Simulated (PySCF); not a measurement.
**Polarisability and C₆ of Se (selenium, neutral)**

[Ar] 3d10 4s2 4p4, high-spin 3P determinant. Computed with PySCF 2.14 in def2-TZVPPD (7s6p5d1f, 57 functions), with no relativity, point nucleus. Coupled (time-dependent) response in atomic units; α is the mean over directions.

| method | mean α (bohr³) | α xx, yy, zz | C₆ (like pair) | S(−4) |
| --- | --- | --- | --- | --- |
| UHF | 25.19 | 23.55, 28.46, 23.55 | 207.6 | 162.3 |
| PBE | 27.67 | 25.53, 31.95, 25.53 | 231.3 | 218.2 |
| PBE0 | 26.42 | 24.52, 30.23, 24.52 | 218.9 | 189.9 |
| HSE06 | 26.53 | 24.61, 30.37, 24.61 | 220.0 | 192.0 |

S(−4) is the Cauchy moment in α(ω) = α(0) + S(−4) ω² + …

Reference α: 28.9 ± 1 bohr³ (recommended; Schwerdtfeger and Nagle, table of static dipole polarizabilities (2023 update)). Published C₆: 210.0 (Chu and Dalgarno (2004); Tang, Norbeck and Certain (1976)).

Spin-orbit coupling is absent.

α(iu) at PBE0:

| u (hartree) | α(iu) (bohr³) |
| --- | --- |
| 0 | 26.42 |
| 0.0500 | 25.96 |
| 0.100 | 24.69 |
| 0.200 | 20.87 |
| 0.300 | 16.90 |
| 0.500 | 10.98 |
| 0.750 | 6.806 |
| 1.00 | 4.551 |
| 1.50 | 2.418 |
| 2.00 | 1.500 |
| 3.00 | 0.7495 |
| 5.00 | 0.3051 |

A single London oscillator, α(iu) = α/(1 + u²/ω²), gives C₆ = (3/4) ω α². Matching the computed C₆ needs ω = 4 × 218.9 / (3 × 26.42²) = 0.418 hartree.

The components differ because the open shell of this determinant is not spherical; for a pure term their mean is the scalar polarisability.
